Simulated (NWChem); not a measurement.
CH$_{4}$BeSSe; SMILES [Be]([S]C)[SeH]

```xyz
8

Be     0.2877     0.2827     0.0398
S      0.7495     2.1236     0.0062
C     -0.8905     2.9438    -0.0146
H     -1.4341     2.7281    -0.9436
H     -0.7007     4.0241     0.0373
H     -1.5001     2.6542     0.8510
Se    -0.1743    -1.6945     0.1230
H     -0.1854    -1.7775    -1.3486
```
Atoms are numbered in this order, from 1.

All runs: NWChem. Coordinates come from a PBE0/def2-SVP optimisation. Level: PBE0/def2-SVPD; rows give the wavelength of the field.

| field | isotropic polarisability (bohr³) | anisotropy (bohr³) |
|---|---|---|
| static | ? | ? |
| 1065 nm | 82.1 | 38.6 |
| 589 nm | 85.0 | 42.0 |

Problem. Fill in the missing entries.

Solution. 
- static, isotropic polarisability (bohr³): 80.9
- static, anisotropy (bohr³): 37.3
